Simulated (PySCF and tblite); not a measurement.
Results of a calculation; reference values are marked as such.
System: C₆H₆BrN, numbered as in [NH2:1][c:2]1[cH:3][cH:4][c:5]([Br:6])[cH:7][cH:8]1.

Geometries: GFN2-xTB; energies: PBE0/pcSseg-1 + D3(BJ), IEF-PCM cyclohexane; zero-point and thermal terms from GFN2-xTB harmonic modes (soft modes blended into free rotors). Rate constants are transition-state-theory values, counting equivalent paths, without tunnelling. Run with tblite and PySCF.

Spin–orbit effects of heavy atoms on shieldings are missing.

Question: What barrier does the rotation about the C2–N1 bond (torsion C3–C2–N1–H from -20° to 160°, rising) meet, and how fast is it at 298 K?

Answer: The electronic barrier is 6.2 kcal/mol and ΔG‡(298 K) 6.0 kcal/mol, over a Cs saddle with an imaginary mode of 347i cm⁻¹ (GFN2-xTB). With 2 equivalent paths, k is 5.1×10⁸ s⁻¹, a mean lifetime of the start of 2 ns against this motion.
